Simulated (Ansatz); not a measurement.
Correlation energies of CH6AsNSi, SMILES `C[As]1N[SiH2]1` by basis set

```xyz
10

C    -0.7547    1.3805   -0.4686
As   -0.6159   -0.4802   -1.1467
N    -0.4296   -1.4692    0.4946
Si    1.1962   -1.0877    0.1352
H    -0.1446    1.5439    0.4200
H    -1.8002    1.5911   -0.2366
H    -0.4309    2.0630   -1.2574
H    -1.0080   -1.2881    1.2993
H     2.0926   -2.2365   -0.1325
H     1.8951   -0.0168    0.8927
```

Total charge 0; spin multiplicity 1. Correlated methods include outer-core shells of As, which these sets cover unevenly. Scalar relativity is left out up to krypton. All single points use the PBE0-D4/def2-TZVP geometry. Frozen core, restricted reference, the Gaussian-basis code of Ansatz.

| basis | HF (Eh) | MP2 corr. |
| --- | --- | --- |
| def2-SVP | -2618.47561 | -0.64428 |
| def2-TZVPP | -2618.97758 | -0.77906 |
| def2-QZVPP | -2619.03637 | -1.09675 |

Q: Estimate the CCSD correlation energy and the (T) correction in each basis where they were run (hartree).

A: 
```csv
basis,CCSD corr.,(T)
def2-SVP,-0.68248,-0.02269
def2-TZVPP,-0.81059,-0.03533
```
